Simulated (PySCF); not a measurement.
**Working out the ionisation energy of Cr+**

Cr+ [Ar] 3d5 (6S) → Cr(2+) [Ar] 3d4 (5D). Calculation: PySCF 2.14, in cc-pVDZ-DK (6s5p3d1f, 43 functions); scalar relativity by spin-free X2C-1e. Frozen: [Ar]. Energies in hartree (1 hartree = 27.21139 eV):

```json
{"part": "UHF", "Cr+ (lower)": "-1049.432612", "Cr(2+) (upper)": "-1048.878981"}
{"part": "MP2 opposite-spin", "Cr+ (lower)": "0.000000", "Cr(2+) (upper)": "0.000000"}
{"part": "MP2 same-spin", "Cr+ (lower)": "-0.065457", "Cr(2+) (upper)": "-0.031371"}
```

**Question.** What does Hartree-Fock give?

**Answer.** (-1048.878981) − (-1049.432612) = 0.553631 hartree = 15.065 eV.

**Question.** What do MP2 and SCS-MP2 (6/5 opposite-spin, 1/3 same-spin) give?

**Answer.** The opposite-spin parts differ by 0.000 eV and the same-spin parts by 0.928 eV. MP2: 15.065 + (0.000) + (0.928) = 15.993 eV. SCS-MP2: 15.065 + 1.2 × (0.000) + (0.928)/3 = 15.374 eV.

Reference: 16.486 eV (measured; NIST Atomic Spectra Database, ionization energies), between the lowest levels; spin-orbit coupling is absent from the calculation.

A double-zeta basis recovers only part of the correlation energy.

What remains against the reference includes basis incompleteness, the frozen core and correlation beyond second order.
